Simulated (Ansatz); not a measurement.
Species: ZrO$_{2}$, charge 1, multiplicity 2. The spin state was set by rule; other spins were not relaxed. 
Geometry from a B3LYP-D3(BJ)/def2-TZVP (Ansatz, a program for electronic structure) optimisation:
```xyz
3

Zr    -0.0016     0.3348     0.0759
O      1.0212    -0.5814    -1.0069
O     -1.0132    -1.0924     0.6276
```
Charge +1, spin multiplicity 2.

### Question
Give the harmonic wavenumbers at B3LYP-D3(BJ)/def2-TZVP (Ansatz, finite differences of forces, unscaled).

### Answer
160, 303, 915 cm⁻¹. Zero-point energy 2.0 kcal/mol.

### Question
From these and the geometry, give the ideal-gas thermochemistry at 298.15 K and 1 atm (rigid rotor, harmonic oscillator).

### Answer
Point group Cs, rotational symmetry number 1. Rotational constants 14.87, 8.902, 5.568 GHz. S(trans) 40.34, S(rot) 23.59, S(vib) 4.08, S(elec, spin only) 1.38, S 69.4 cal/(mol K). H(298) - H(0) 3.06 kcal/mol; G - E(el) -15.7 kcal/mol.
